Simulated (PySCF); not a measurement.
PySCF input file for Cl2H2OSn, SMILES [SnH]([OH])([Cl])[Cl], B3LYP-D3(BJ)/def2-SVP. Coordinates come from a B3LYP-D3(BJ)/def2-SVP optimisation. The def2 effective core potentials stand for the cores of Sn; spin–orbit coupling is left out. The values are those of a single conformer.

```python
import numpy as np
from pyscf import gto, scf, dft, df
from pyscf.hessian import thermo

mol = gto.M(
    atom='''
    Sn   -0.30616680   -0.30581114    0.00000000
    O     0.78078235   -1.95384774   -0.00000000
    Cl    0.27286621    0.98377319   -1.88297082
    Cl    0.27286621    0.98377319    1.88297082
    H    -1.94791717   -0.75369004   -0.00000001
    H     1.73254720   -1.77325951   -0.00000000
    ''',
    basis='def2-SVP',
    ecp={'Sn': 'def2-svp'},
    charge=0,
    spin=0,
    max_memory=1600,
    verbose=3,
)
mf = dft.RKS(mol, xc='b3lyp').density_fit(auxbasis='def2-universal-jkfit')
mf.disp = 'd3bj'
mf.grids.level = 3
mf.conv_tol = 1e-11
mf.max_cycle = 100
mf.kernel()

# [left out here: the lines that compute and print the analytic Hessian (its translational invariance restored by hand, since the grid's response is missing), thermochemistry and intensities]
```

Program output:

```
converged SCF energy = -1210.97282885043

WARN: DFTD3 does not support analytical Hessian, using finite difference


WARN: Mole.unit (angstrom) is changed to Bohr

Mode                                 0                   1                   2
Irrep
Freq [cm^-1]                      112.8779            122.7407            153.8232
Reduced mass [au]                  32.6259              2.1644              9.3905
Force const [Dyne/A]                0.2449              0.0192              0.1309
Char temp [K]                     162.4062            176.5966            221.3174
Normal mode                   x     y     z       x     y     z       x     y     z
       0  Sn                 0.01  0.03  0.00    0.00  0.00 -0.02    0.05  0.00  0.00
       1   O                 0.02  0.04 -0.00   -0.00 -0.00  0.15   -0.12 -0.11 -0.00
       2  Cl                -0.02 -0.07 -0.08   -0.03  0.04 -0.00   -0.05  0.02 -0.02
       3  Cl                -0.02 -0.07  0.08    0.03 -0.04 -0.00   -0.05  0.02  0.02
       4   H                 0.00  0.05  0.00    0.00  0.00 -0.09    0.03  0.05  0.00
       5   H                 0.01  0.04 -0.00   -0.00 -0.00  0.65   -0.09 -0.24 -0.00
Mode                                 3                   4                   5
Irrep
Freq [cm^-1]                      212.9158            367.4910            380.4337
Reduced mass [au]                   1.7821             38.6526             42.8153
Force const [Dyne/A]                0.0476              3.0755              3.6510
Char temp [K]                     306.3384            528.7377            547.3594
Normal mode                   x     y     z       x     y     z       x     y     z
       0  Sn                 0.00  0.00 -0.01   -0.02 -0.03 -0.00    0.00  0.00 -0.05
       1   O                -0.00  0.00  0.16    0.01 -0.02  0.00   -0.00  0.00  0.01
       2  Cl                -0.01  0.03 -0.00    0.03  0.06 -0.09   -0.03 -0.05  0.08
       3  Cl                 0.01 -0.03 -0.00    0.03  0.06  0.09    0.03  0.05  0.08
       4   H                 0.00 -0.00  0.01   -0.02 -0.01 -0.00    0.00  0.00  0.01
       5   H                -0.00 -0.00 -0.73    0.01  0.01 -0.00   -0.00 -0.00 -0.03
Mode                                 6                   7                   8
Irrep
Freq [cm^-1]                      545.0420            556.2738            633.3162
Reduced mass [au]                   1.0376              1.0309             14.6659
Force const [Dyne/A]                0.1816              0.1879              3.4658
Char temp [K]                     784.1940            800.3541            911.2010
Normal mode                   x     y     z       x     y     z       x     y     z
       0  Sn                -0.00  0.01  0.00    0.00  0.00  0.01   -0.02  0.03 -0.00
       1   O                -0.01 -0.01 -0.00    0.00 -0.00 -0.01    0.13 -0.20  0.00
       2  Cl                 0.01 -0.00 -0.00   -0.01 -0.01  0.00   -0.00 -0.00  0.00
       3  Cl                 0.01 -0.00  0.00    0.01  0.01  0.00   -0.00 -0.00 -0.00
       4   H                 0.25 -0.93 -0.00   -0.00  0.00 -0.98   -0.03  0.05  0.00
       5   H                 0.02 -0.18  0.00   -0.00  0.00 -0.07    0.10 -0.01 -0.00
Mode                                 9                  10                  11
Irrep
Freq [cm^-1]                      867.3893           1968.0819           3817.7595
Reduced mass [au]                   1.0826              1.0161              1.0672
Force const [Dyne/A]                0.4799              2.3189              9.1642
Char temp [K]                    1247.9801           2831.6317           5492.9060
Normal mode                   x     y     z       x     y     z       x     y     z
       0  Sn                 0.01 -0.00 -0.00   -0.01 -0.00 -0.00   -0.00 -0.00  0.00
       1   O                -0.04 -0.05 -0.00   -0.00 -0.00  0.00   -0.06 -0.01  0.00
       2  Cl                -0.00  0.00 -0.00   -0.00  0.00 -0.00    0.00 -0.00  0.00
       3  Cl                -0.00  0.00  0.00   -0.00  0.00  0.00    0.00 -0.00 -0.00
       4   H                 0.04 -0.16  0.00    0.96  0.26  0.00    0.00 -0.00  0.00
       5   H                -0.21  0.92  0.00   -0.00  0.01 -0.00    0.95  0.17 -0.00
temperature 298.1500 [K]
pressure 101325.00 [Pa]
Rotational constants [GHz] 2.84816 1.77867 1.27598
Symmetry number 1
Zero-point energy (ZPE) 0.02219 [Eh]   58247.043 [J/mol]
                           tot       elec      trans        rot        vib
Entropy [J/mol/K]       355.151      0.000    175.291    118.404     61.456
Cv [J/mol/K]             85.350      0.000     12.472     12.472     60.407
Cp [J/mol/K]             93.665      0.000     20.786     12.472     60.407
Internal energy [J/mol]                      3718.434   3718.434  68312.628
Internal energy [Eh]   -1210.94398  -1210.97283
Enthalpy [J/mol]                             6197.391   3718.434  68312.628
Enthalpy [Eh]          -1210.94303
Gibbs free energy [J/mol]                  -46065.751 -31583.636  49989.561
Gibbs free energy [Eh] -1210.98336
static polarisability / bohr^3: [[46.618  2.334  0.   ]
 [ 2.335 52.299  0.   ]
 [-0.     0.    61.403]]
largest difference of analytic and finite-field dipole derivatives / e: 0.0009547988255005357
mode   freq/cm-1   IR/(km/mol)   Raman/(A^4/amu)   depolarisation
   1      112.88         4.001             3.640            0.731
   2      122.74         9.652             3.717            0.750
   3      153.82        21.004             2.814            0.651
   4      212.92       118.822             0.691            0.750
   5      367.49        23.876            15.616            0.083
   6      380.43        73.700             4.596            0.750
   7      545.04        38.894            19.234            0.624
   8      556.27        67.455            24.886            0.750
   9      633.32        67.148            14.243            0.160
  10      867.39        99.271             3.544            0.664
  11     1968.08        69.539           244.299            0.198
  12     3817.76        84.602            98.643            0.276
max |gradient| / (hartree/bohr): 0.00010682589370672349
APT charges: [ 1.8252 -0.7694 -0.5356 -0.5356 -0.2518  0.2671]
```

The calculation finished and met its thresholds.
